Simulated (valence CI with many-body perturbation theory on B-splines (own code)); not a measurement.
## Energy levels of Kr4+

Calculated by configuration interaction combined with many-body perturbation theory (CI+MBPT): four valence electrons over a frozen Dirac-Fock core [Ar] 3d10, a basis of 11 s, 11 p, 9 d, 7 f, 5 g, 2 h, 1 i functions for each j, with the one-electron correlation potential Σ1 (screened to all orders), the two-electron term Σ2, the three-electron term Σ3, Breit, model QED; selected single and double excitations, second order for the rest, scaled by the run's own slope (own B-spline code, finite nucleus).

Against 35 measured levels this calculation errs by 129 cm⁻¹ on average and by 744 at most. These come from a selection out of Saloman, J. Phys. Chem. Ref. Data 36, 215 (2007). Levels without a partner in it may be off by more. Among the levels kept, up to 390 cm⁻¹ of a level comes from second order outside the variational space, and about a tenth of that is noise between levels of different J, which matters for small intervals. 4 measured levels below the end of the list, from 307667 cm⁻¹ on, found no clear computed partner, and computed levels of the same name lie up to 40129 cm⁻¹ from them.

Levels 46 to 68 of 68, with energies above the lowest level, 4s²4p² ³P_0. "Leading %" is the weight of the configuration and term that name the level; weights of strongly mixed levels are sums over their largest components and can fall short. In the jj column 3d3/2^4 stands for four electrons in 3d with j = 3/2.

| No. | Configuration | Term | J | E (eV) | Leading % | Second component | g | Leading jj |
| --- | --- | --- | --- | --- | --- | --- | --- | --- |
| 46 | 4s4p²4d | ⁵F | 4 | 36.198 | 92 | 5 % 4s4p²4d ⁵D | 1.358 | 4s 4p1/2 4p3/2 4d5/2 (65 %) |
| 47 | 4s²4p5p | ³S | 1 | 36.398 | 82 | 9 % 4s²4p5p ³P | 1.913 | 4s^2 4p3/2 5p3/2 (49 %) |
| 48 | 4s4p²4d | ⁵F | 5 | 36.537 | 97 |  | 1.398 | 4s 4p3/2^2 4d5/2 (56 %) |
| 49 | 4s²4p5p | ¹D | 2 | 36.758 | 81 | 12 % 4s²4p5p ³P | 1.064 | 4s^2 4p3/2 5p3/2 (63 %) |
| 50 | 4s4p²4d | ⁵D | 0 | 36.774 | 97 |  |  | 4s 4p1/2 4p3/2 4d3/2 (81 %) |
| 51 | 4s4p²4d | ⁵D | 1 | 36.805 | 95 |  | 1.483 | 4s 4p1/2 4p3/2 4d3/2 (62 %) |
| 52 | 4s4p²4d | ⁵D | 2 | 36.861 | 92 |  | 1.478 | 4s 4p1/2 4p3/2 4d3/2 (38 %) |
| 53 | 4s4p²4d | ⁵D | 3 | 36.948 | 87 | 6 % 4s4p²4d ⁵F | 1.476 | 4s 4p1/2 4p3/2 4d3/2 (23 %) |
| 54 | 4s4p²4d | ⁵D | 4 | 37.101 | 87 | 6 % 4s4p²4d ³F | 1.477 | 4s 4p1/2 4p3/2 4d5/2 (51 %) |
| 55 | 4s²4p5p | ¹S | 0 | 37.806 | 85 | 5 % 4s²4p5p ³P |  | 4s^2 4p3/2 5p3/2 (78 %) |
| 56 | 4s4p²4d | ³F | 2 | 37.950 | 91 | 4 % 4s²4d² ³F | 0.674 | 4s 4p1/2 4p3/2 4d5/2 (37 %) |
| 57 | 4s4p²4d | ³F | 3 | 38.201 | 87 | 4 % 4s²4d² ³F | 1.095 | 4s 4p1/2 4p3/2 4d5/2 (34 %) |
| 58 | 4s4p²4d | ³F | 4 | 38.579 | 83 | 6 % 4s4p²4d ⁵D | 1.263 | 4s 4p3/2^2 4d5/2 (61 %) |
| 59 | 4s4p²4d | ⁵P | 3 | 38.918 | 94 |  | 1.660 | 4s 4p1/2 4p3/2 4d5/2 (48 %) |
| 60 | 4s4p²4d | ⁵P | 2 | 39.113 | 95 |  | 1.826 | 4s 4p1/2 4p3/2 4d3/2 (32 %) |
| 61 | 4s4p²4d | ⁵P | 1 | 39.228 | 96 |  | 2.490 | 4s 4p3/2^2 4d3/2 (44 %) |
| 62 | 4p⁴ | ¹S | 0 | 39.246 | 56 | 28 % 4s4p²4d ¹S |  | 4p1/2^2 4p3/2^2 (35 %) |
| 63 | 4s4p²4d | ³G | 3 | 39.750 | 45 | 38 % 4s²4p4f ³G | 0.782 | 4s^2 4p1/2 4f5/2 (45 %) |
| 64 | 4s4p²4d | ³G | 4 | 39.971 | 50 | 37 % 4s²4p4f ³G | 1.064 | 4s^2 4p1/2 4f7/2 (31 %) |
| 65 | 4s4p²4d | ³P | 2 | 40.092 | 66 | 25 % 4p⁴ ³P | 1.490 | 4s 4p1/2 4p3/2 4d5/2 (40 %) |
| 66 | 4s4p²4d | ³G | 5 | 40.273 | 60 | 34 % 4s²4p4f ³G | 1.202 | 4s^2 4p3/2 4f7/2 (34 %) |
| 67 | 4s²4p4f | ¹F | 3 | 40.509 | 46 | 18 % 4s4p²4d ¹F | 1.039 | 4s^2 4p1/2 4f7/2 (46 %) |
| 68 | 4s4p²4d | ³P | 1 | 40.568 | 65 | 25 % 4p⁴ ³P | 1.469 | 4p1/2 4p3/2^3 (25 %) |

Names give the largest LS component (configuration and term), which can be under half, so a name can repeat, a term be missing and a line seem to break the LS rules; names also repeat where a configuration has a term twice.
